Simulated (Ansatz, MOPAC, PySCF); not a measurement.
Ligands exchanged one at a time, Si NH2-OCH3. Isolated molecules, 0 K electronic values unless said otherwise. One relaxed conformer stands for each flexible species; it need not be the lowest. Strings in code marks are SMILES.

Quantity: redistribution energy (mixed species minus the weighted end members), in eV. Semi-empirical values (MOPAC) are differences of heats of formation.

Level 1: frozen-core CCSD(T)/cc-pVDZ // r2SCAN-D4/def2-SVP (Ansatz, an electronic-structure program)
Level 2: PBE-D3(BJ)/def2-TZVP // r2SCAN-D4/def2-SVP (PySCF)
Level 3: PM3 // r2SCAN-D4/def2-SVP (MOPAC)
Level 4: PM7 // r2SCAN-D4/def2-SVP (MOPAC)

```csv
species,level 1,level 2,level 3,level 4
2 of 4 NH2 replaced by OCH3: `CO[Si](OC)(N)N`,-0.037,-0.047,0.102,0.024
1 of 4 NH2 replaced by OCH3: `O(C)[Si](N)(N)N`,-0.059,-0.062,0.099,0.046
3 of 4 NH2 replaced by OCH3: `CO[Si](N)(OC)OC`,-0.002,-0.004,0.077,0.024
```
